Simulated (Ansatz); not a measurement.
One change: `C/C(BN)=C\F` becomes `C/C=C\F`.

Ansatz, PBE0-D4/def2-TZVP geometries, multiplicity 1. Each molecule was computed in one conformer, which needn't be the lowest.

| property | `C/C(BN)=C\F` |
| --- | --- |
| size of the dipole moment (B3LYP/def2-TZVPP) / D | 2.33 |
| size of the dipole moment (PBE/def2-TZVPP) / D | 2.28 |
| HOMO energy (ωB97M-V/def2-TZVPP) / eV | -9.33 |
| HOMO–LUMO gap (PBE/def2-TZVPP) / eV | 4.67 |
| HOMO–LUMO gap (B3LYP/def2-TZVPP) / eV | 6.37 |
| LUMO energy (B3LYP/def2-TZVPP) / eV | -0.55 |

Q: Give the same properties after the change, and the shifts. (An estimate is asked.)

A: Ansatz gave: 
```csv
property,`C/C=C\F`,shift
size of the dipole moment (B3LYP/def2-TZVPP) / D,1.39,-0.94
size of the dipole moment (PBE/def2-TZVPP) / D,1.26,-1.02
HOMO energy (ωB97M-V/def2-TZVPP) / eV,-9.50,-0.17
HOMO–LUMO gap (PBE/def2-TZVPP) / eV,5.60,0.93
HOMO–LUMO gap (B3LYP/def2-TZVPP) / eV,7.39,1.02
LUMO energy (B3LYP/def2-TZVPP) / eV,0.37,0.92
```

With PBE0 the HOMO falls by 0.10 eV and the LUMO rises by 0.97 eV, so the gap widens by about 1.07 eV. PBE moves the HOMO by -0.05 eV and ωB97M-V by -0.17 eV. Dipoles are sizes alone; their direction can turn.

B3LYP here is the variant with VWN-RPA as its local correlation; programs differ in this.
